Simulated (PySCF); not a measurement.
B3LYP has the VWN-RPA correlation part, as in Gaussian. 

Cartesian coordinates (Å):
SMILES: C1=NCC1
```xyz
9

C      1.0999    -0.1754    -0.3030
N      0.4093    -1.2474    -0.4303
C     -0.8181    -0.5351     0.0466
C      0.0343     0.7593     0.1960
H      2.1605    -0.0631    -0.5196
H     -1.6047    -0.5068    -0.7079
H     -1.2143    -0.9576     0.9704
H      0.1614     1.1381     1.2114
H     -0.2283     1.5880    -0.4636
```
Charge 0, spin multiplicity 1.

### Question
What is the computed total energy, HOMO and HOMO–LUMO gap (B3LYP-D3(BJ)/def2-TZVP run with PySCF 2.14.0)?

### Answer

```yaml
total_energy: -172.0932 Ha
HOMO: -7.21 eV
HOMO–LUMO gap: 6.82 eV
```
